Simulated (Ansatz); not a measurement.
A structure relaxed at PBE0-D4/def2-TZVP, charge 0, multiplicity 1:

Cartesian coordinates in Å:
```
O 0.5822 0.1721 1.9036
Ge -0.1571 0.3235 0.2946
O -1.9162 0.2157 0.5230
O 0.1891 1.9695 -0.2793
Si 0.6474 -1.3320 -1.2134
H -0.0932 0.1080 2.5849
H -2.3365 1.0613 0.3418
H 0.6586 2.4732 0.3916
H 0.1941 -2.6647 -0.7445
H 2.1297 -1.2749 -1.2378
H 0.1019 -1.0518 -2.5644
```

(1) Give its formula and SMILES.

(2) Point group (tolerance 0.08 Å, 0.16 Å for H)?

(3) Summarise the bond lengths by kind.

Answers

(1) GeH6O3Si, `[OH][Ge]([OH])([OH])[SiH3]`.

(2) C3.

(3) 3 × Ge–O 1.777 Å; 3 × H–O 0.961 Å; 1 × Ge–Si 2.380 Å; 3 × H–Si 1.484 Å.

Computed with Ansatz.
